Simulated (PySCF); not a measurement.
Cu(SH)2 (doublet state).
Geometry (PBE0-D3(BJ)/def2-SVP, Å), atoms numbered from 1 in this order:
```xyz
5
CuH2S2 angstrom
Cu     0.0007   -0.0004   -0.0002
S     -0.0800    0.0212    2.1326
H      1.1719    0.5155    2.2864
S      0.0797   -0.0210   -2.1331
H     -1.1723   -0.5152   -2.2857
```

Computed, not measured: PySCF 2.14.0, PBE0-D3(BJ)/def2-SVP geometry optimisation, gas phase.

Take the most abundant isotopes and a rigid rotor. 

Task: What are A, B and C (cm⁻¹)?

Result: Ia = 3.55, Ib = 301.62, Ic = 305.17 u·Å²; 505379 MHz·u·Å²/I gives 142410, 1676 and 1656 MHz, that is A = 4.75027, B = 0.05589, C = 0.05524 cm⁻¹.

Task: What kind of rotor is it?

Result: A near-prolate asymmetric top: κ = (2 × 1676 − 142410 − 1656)/(142410 − 1656) = -1.00.

Task: What does the inertial defect say?

Result: Planar: Δ = Ic − Ia − Ib = 0.00 u·Å². For a rigid frame Δ = −2 Σ m c², so it vanishes when all atoms lie in the ab plane; here none is more than 0.01 Å from it.

Task: Where do the levels up to J = 5 lie, in MHz?

Result: Above 0(0,0):
J = 1: 1(0,1) 3332, 1(1,1) 144066, 1(1,0) 144085
J = 2: 2(0,2) 9995, 2(1,2) 150709, 2(1,1) 150768, 2(2,1) 572970, 2(2,0) 572970
J = 3: 3(0,3) 19990, 3(1,3) 160675, 3(1,2) 160792, 3(2,2) 582965, 3(2,1) 582965, 3(3,1) 1286684, 3(3,0) 1286684
J = 4: 4(0,4) 33316, 4(1,4) 173963, 4(1,3) 174157, 4(2,3) 596291, 4(2,2) 596291, 4(3,2) 1300010, 4(3,1) 1300010, 4(4,1) 2285217, 4(4,0) 2285217
J = 5: 5(0,5) 49974, 5(1,5) 190572, 5(1,4) 190864, 5(2,4) 612949, 5(2,3) 612950, 5(3,3) 1316669, 5(3,2) 1316669, 5(4,2) 2301875, 5(4,1) 2301875, 5(5,1) 3568569, 5(5,0) 3568569

The point group C2h allows no dipole (computed: 0.00 D), so a rigid rotor has no electric-dipole lines.

For this open shell read J as N, the rotation without spin; fine and hyperfine splittings come on top. No PBE0-D3(BJ)/def2-SVP frequencies stand behind this structure, so it isn't proved a minimum. ⟨S²⟩ = 0.755 (exact for a doublet: 0.75). Zero-point vibration and centrifugal distortion are left out.

Time: 18 s. Hardware: an Arm Neoverse V1 with one thread, no GPU, shared host. That covers the optimisation of the geometry.

For an open-shell metal species like this, the optimisation's SCF solution wasn't tested for stability and no frequencies at its level were run, so a lower state or another shape may exist.
